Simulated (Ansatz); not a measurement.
Bi, doublet (core potentials on Bi); SVWN5/def2-SV(P) (Ansatz, a quantum-chemistry and plane-wave program).

Here is a job for Ansatz.
Ansatz 0.2 input:
```yaml
crystal:
  periodic: [false, false, false]
  atoms:
    - {symbol: Bi, position_ang: [0.00000000, 0.00000000, 0.00000000]}
basis:
  gaussian:
    orbitals: def2-SV_P_.json
hamiltonian:
  xc: {name: SVWN5}
magnetization: {spin_polarized: false, initial_magnetization: 1}
```
The basis file holds def2-SV(P) in the JSON format of the Basis Set Exchange.

It wrote (shortened):

```
Functional definition: SVWN5
276 factors; their error is unknown
mean field evaluation 1: about -5830.3893 eV, gradient 3.6e0 eV
mean field evaluation 2: about -5830.2890 eV, gradient 6.0e0 eV
mean field evaluation 4: about -5830.3113 eV, gradient 5.5e0 eV
mean field evaluation 8: about -5830.3949 eV, gradient 3.7e0 eV
mean field evaluation 16: about -5830.3893 eV, gradient 3.6e0 eV
mean field evaluation 32: about -5830.4410 eV, gradient 1.2e-1 eV
mean field evaluation 64: about -5830.4412 eV, gradient 3.0e-2 eV
mean field evaluation 96: about -5830.3897 eV, gradient 3.6e0 eV
mean field -5830.44117636 eV, -214.2647612162 hartree, gradient 2.4e-5 eV, S^2 0.750000; 9 other end points of the search recorded, 0 dependent functions left out
reference -5830.44119389 eV, -214.2647618606 hartree; 12, 11 occupied and 14, 15 virtual orbitals, 276 factors
Total energy: -5830.44119389 eV, -214.2647618606 hartree
```
